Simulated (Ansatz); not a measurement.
The cluster ZnI₂⁺. The state is a quartet with charge 1. Geometry r2SCAN-D4/def2-TZVP; atoms count from 1.

```xyz
3

Zn   -0.550   -1.233   -0.830
I    -1.049    1.389    0.146
I     1.599   -0.155    0.684
```

In the def2 sets I takes a core potential; there is no spin–orbit coupling. In the quartet, I2 and I3 lie 3.11 Å apart (atoms count from 1), so these atoms are partly bonded to each other. At PBE0-D4/def2-TZVP a doublet of charge 1 lies 2.10 eV below the quartet, each at its own geometry. The structure comes from a short search, and lower isomers may exist.

Question: Estimate the Mulliken populations from the PBE0/def2-TZVP orbitals of Ansatz.

Answer: 
```tsv
atom	charge (e)	spin (α − β)	d electrons
Zn1	0.48	0.80	10.04
I2	0.26	1.10	–
I3	0.26	1.10	–
```
Mulliken values and Mayer orders depend strongly on the basis.

Question: Where does the spin sit?

Answer: Summed by element: Zn 0.80, I 2.20, of 3 unpaired in all. Largest on single atoms: I2 1.10, I3 1.10, Zn1 0.80.

Question: And the Mayer bond orders between bonded heavy atoms (over 0.3)?

Answer: Zn1–I2 0.45 (2.84 Å); Zn1–I3 0.45 (2.84 Å); I2–I3 1.02 (3.11 Å).
